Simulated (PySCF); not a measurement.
A GIAO shielding run with PySCF 2.14.0 with density-fitted response routines (density fitting, non-relativistic, gas phase) on `S=[P@]1(C)C(CC)=CCC1`, C7H13PS:

```
$ OMP_NUM_THREADS=1 python probes_run.py task.json out

{"job": {"kind": "nmr", "xc": "PBE0", "basis": "pcSseg-1"}, "charge": 0, "multiplicity": 1}
C      2.537040     0.254005     0.616169
C      1.854846    -0.935946    -0.050624
C      0.376523    -0.753756    -0.107496
C     -0.570891    -1.625554     0.221155
C     -2.004366    -1.230119     0.020797
C     -2.032420    -0.027906    -0.926025
P     -0.364853     0.768466    -0.800961
C     -0.541429     1.961267     0.591793
S      0.386914     1.523966    -2.419519
H      2.169619     0.392268     1.631484
H      3.612754     0.100880     0.653812
H      2.339703     1.157101     0.039617
H      2.096014    -1.863893     0.473792
H      2.225667    -1.016827    -1.077476
H     -0.358244    -2.597379     0.643060
H     -2.580341    -2.066026    -0.382624
H     -2.445490    -0.972291     0.988643
H     -2.833701     0.678724    -0.704611
H     -2.145798    -0.353072    -1.964132
H      0.411916     2.456509     0.763484
H     -0.870218     1.458319     1.498299
H     -1.273654     2.710649     0.290518
```

Hardware: 1 thread of an Arm Neoverse N1, shared host. The job also computes population analyses, field gradients, ring-centre shieldings.

Task: How large is the calculation?

Result: 86 electrons, 232 basis functions and 1245 auxiliary functions.

Task: How long does it take, and how much memory does it need?

Result: 110 s of wall time, with 14 SCF cycles and 5 response iterations; peak memory 1.1 GiB. Times on a shared host scatter by some tens of per cent.
